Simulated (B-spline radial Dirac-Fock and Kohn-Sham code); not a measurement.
**Ba⁴⁶⁺: scattering cross sections and density moments**

System: barium as Ba⁴⁶⁺ in the configuration [He] 2s2 2p6.

The computed values come from a radial B-spline solver: configuration-average Dirac-Fock orbitals.

- Sum of ⟨r⟩: 0.8277 bohr
- Sum of ⟨r²⟩: 0.09294 bohr²
- Sum of ⟨1/r⟩: 232.44 per bohr
- Langevin diamagnetic susceptibility: -0.0736 × 10⁻⁶ cm³/mol
- Lamb shielding (α²/3)Σ⟨1/r⟩: 4126 ppm

Coherent scattering is the Thomson cross section weighted by f₀², without anomalous dispersion; incoherent scattering is Klein-Nishina weighted by S. The Lamb formula is the non-relativistic shielding expression. Electron correlation is left out. A dash stands where the photon energy is too low for the impulse approximation behind that column.

| hν (keV) | coherent (b) | incoherent (b) | incoherent per electron (b) |
| --- | --- | --- | --- |
| 1 | 66.49 | – | – |
| 2 | 66.41 | – | – |
| 8.0478 | 64.65 | – | – |
| 50 | 29.75 | 1.997 | 0.200 |
| 100 | 11.44 | 3.054 | 0.305 |
| 200 | 3.762 | 3.292 | 0.329 |
| 500 | 0.7079 | 2.713 | 0.271 |
| 1000 | 0.1855 | 2.061 | 0.206 |

Incoherent scattering overtakes coherent scattering between 200 and 500 keV.
